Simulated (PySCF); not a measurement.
Calculation: B3LYP-D3(BJ)/def2-TZVP // PBE0-D4/def2-TZVP run with PySCF. All species are isolated molecules in the gas phase. One relaxed conformer stands for a flexible species; it need not be the lowest. B3LYP has the VWN-RPA correlation part, as in Gaussian. Delta-SCF ions had no search for a lower state. Excitations are Tamm–Dancoff values on a coarser integration grid. The basis has no diffuse functions, so Rydberg states are missing or too high.

Reference species (SMILES): `B[C@@H](C)O` (neutral, multiplicity 1).

The HOMO comes out as -7.52 eV. The S1 excitation (TDA) is 4.61 eV and the T1 excitation (TDA) is 4.26 eV. The vertical ionisation energy (Delta-SCF) comes out as 10.18 eV.

Changed species: `OBCC` (C–C–B–O torsion 0°, C–B–O–H torsion 0°).

### Question
Give the shifts of the HOMO, S1 excitation (TDA), T1 excitation (TDA) and vertical ionisation energy (Delta-SCF).

### Answer
the HOMO falls by 0.64 eV, to -8.16 eV; the S1 excitation (TDA) increases by 2.10 eV, to 6.71 eV; the T1 excitation (TDA) rises by 1.93 eV, to 6.19 eV; the vertical ionisation energy (Delta-SCF) increases by 0.48 eV, to 10.66 eV.
